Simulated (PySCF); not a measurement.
PySCF input for BCl2Br, SMILES B(Cl)(Cl)Br, C-PCM-PBE0/def2-SVP. Geometry: PBE0-D3(BJ)/def2-SVP.

```python
import numpy as np
from pyscf import gto, scf, dft
from pyscf.solvent import pcm

mol = gto.M(
    atom='''
    B     0.00000000   -0.00000000    0.49871746
    Cl    0.00000000   -1.50681263    1.37039817
    Cl    0.00000000    1.50681264    1.37039816
    Br    0.00000000   -0.00000000   -1.40248928
    ''',
    basis='def2-SVP',
    charge=0,
    spin=0,
    max_memory=1600,
    verbose=3,
)
mf = dft.RKS(mol, xc='pbe0').density_fit(auxbasis='def2-universal-jkfit')
mf.grids.level = 3
mf.conv_tol = 1e-9
mf.max_cycle = 100
mf.kernel()
res = {}
for name, eps in {'water': 78.355, 'acetone': 20.493, 'diethylether': 4.24}.items():
    s = mf.PCM()
    s.with_solvent.method, s.with_solvent.eps, s.with_solvent.lebedev_order = 'C-PCM', eps, 29
    s.kernel(mf.make_rdm1())
    res[name] = (s.e_tot, eps, s.dip_moment(), s.mo_energy, s.converged)
    print(f'{name}: electrostatic solvation free energy {(s.e_tot - mf.e_tot) * 627.509474:.3f} kcal/mol')
```

Log of the run:

```
converged SCF energy = -3518.27528208592

WARN: PCM is an experimental feature. It is still in testing.
Features and APIs may be changed in the future.

converged SCF energy = -3518.27624606948
Dipole moment(X, Y, Z, Debye): -0.00000, -0.00000,  0.04189
water: electrostatic solvation free energy -0.605 kcal/mol

WARN: PCM is an experimental feature. It is still in testing.
Features and APIs may be changed in the future.

converged SCF energy = -3518.27621005886
Dipole moment(X, Y, Z, Debye):  0.00000, -0.00000,  0.04168
acetone: electrostatic solvation free energy -0.582 kcal/mol

WARN: PCM is an experimental feature. It is still in testing.
Features and APIs may be changed in the future.

converged SCF energy = -3518.27602416479
Dipole moment(X, Y, Z, Debye): -0.00000, -0.00000,  0.04067
diethylether: electrostatic solvation free energy -0.466 kcal/mol
```

The calculation finished and met its thresholds.

Cost: roughly 18 core-seconds.
